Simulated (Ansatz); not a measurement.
1-ethyl-3-methylimidazolium trifluoroacetate (C₈H₁₁F₃N₂O₂) was relaxed with PBE0-D4 (def2-SVP) in Ansatz in these states: charge -1 doublet, neutral singlet. The geometries follow in no particular order.

A:

Cartesian coordinates in Å:
```
C 0.272 2.640 2.321
C -0.957 2.240 1.511
N -0.658 1.804 0.173
C -0.269 2.694 -0.830
C 0.475 2.013 -1.736
N 0.599 0.710 -1.321
C 1.511 -0.262 -1.851
C 0.052 0.588 -0.031
H 0.009 2.888 3.362
H 0.772 3.512 1.870
H 0.988 1.804 2.319
H -1.485 1.416 2.020
H -1.671 3.080 1.449
H -0.639 3.718 -0.864
H 0.887 2.352 -2.686
H 1.135 -1.281 -1.638
H 2.524 -0.162 -1.407
H 1.593 -0.133 -2.942
H -0.395 -0.380 0.255
O 0.389 -3.169 -1.165
C -0.407 -3.273 -0.221
O -0.930 -2.436 0.528
C -0.838 -4.733 0.125
F -0.401 -5.099 1.347
F -2.177 -4.873 0.145
F -0.377 -5.659 -0.730
```

B:

Cartesian coordinates in Å:
```
C -2.706 -0.629 1.826
C -1.199 -0.548 1.972
N -0.495 -1.252 0.904
C -0.342 -2.612 0.754
C 0.363 -2.797 -0.398
N 0.618 -1.548 -0.919
C 1.354 -1.240 -2.136
C 0.087 -0.623 -0.119
H -3.187 -0.080 2.648
H -3.066 -1.669 1.857
H -3.030 -0.174 0.879
H -0.854 0.496 1.924
H -0.862 -0.972 2.931
H -0.730 -3.330 1.472
H 0.709 -3.708 -0.879
H 1.531 -0.149 -2.148
H 0.769 -1.549 -3.014
H 2.312 -1.776 -2.125
H 0.115 0.518 -0.211
O 1.656 1.779 -1.624
C 1.029 2.459 -0.808
O 0.131 2.106 -0.006
C 1.373 3.967 -0.725
F 0.286 4.719 -0.937
F 1.841 4.277 0.493
F 2.295 4.336 -1.611
```

Problem. Judge from the bond lengths which geometry belongs to which state (an estimate).

Solution. A is the charge -1 doublet (N3–C8 1.423 Å, N6–C8 1.407 Å, C8–H19 1.104 Å); B is the neutral singlet (N3–C8 1.335 Å, N6–C8 1.333 Å, C8–H19 1.145 Å).

At PBE0-D4/def2-SVP the highest occupied level of the relaxed charge -1 doublet lies above zero (up to 0.66 eV). By energy differences it is unbound by 0.15 eV (each at its own geometry, against the charge 0 singlet, at PBE0-D4/def2-SVP) and held by the finite basis.
